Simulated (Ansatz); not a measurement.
A made-up structure of B$_{2}$SiNH$_{3}$, singlet:

```json
{"atom": "N1", "x (Å)": "-1.7258", "y (Å)": "0.3346", "z (Å)": "-0.9929"}
{"atom": "Si2", "x (Å)": "-0.4113", "y (Å)": "0.0265", "z (Å)": "-0.2175"}
{"atom": "B3", "x (Å)": "0.9160", "y (Å)": "0.1546", "z (Å)": "1.2796"}
{"atom": "B4", "x (Å)": "1.5532", "y (Å)": "-0.2952", "z (Å)": "0.0201"}
{"atom": "H5", "x (Å)": "-2.5872", "y (Å)": "-0.0941", "z (Å)": "-1.2756"}
{"atom": "H6", "x (Å)": "-1.4980", "y (Å)": "0.8891", "z (Å)": "-1.8181"}
{"atom": "H7", "x (Å)": "1.9531", "y (Å)": "-0.6462", "z (Å)": "-1.0389"}
```

It is relaxed with PBE-D4/def2-SVP and then PBE0-D4/def2-TZVP (Ansatz 0.2.0). Atoms count as bonded within 1.22 times the sum of their covalent radii (H–H: 0.88 Å). The end point is not checked to be a true minimum.

**Question.** Does its bonding change? (Judge from chemistry; the calculation decides.)

**Answer.** By the calculation: No: no bond forms or breaks.

Where it ends: The first stage lowers the energy by 1.50 eV in 8 steps. It ends as B₂SiNH₃ ([NH2][Si]1[B][BH]1):
```tsv
atom	x (Å)	y (Å)	z (Å)
N1	-1.7450	0.3703	-1.1496
Si2	-0.4224	0.0330	-0.1603
B3	0.7002	-0.3098	1.1726
B4	1.5623	-0.3097	-0.0964
H5	-2.6860	0.4491	-0.7999
H6	-1.6719	0.5086	-2.1441
H7	2.4628	-0.3721	-0.8657
```

Labels in which every atom is bracketed show which atoms are joined, not bond orders.

For scale, one of the runs: PBE0-D4/def2-TZVP relaxation, 148 basis functions, launched by `ansatz run in.yaml --threads 2 --pin off --events-out ev --progress --plain --max-ram 4352MiB`. Hardware: 2 CPU threads of an Arm Neoverse V1, shared host. Wall time about 92 s.
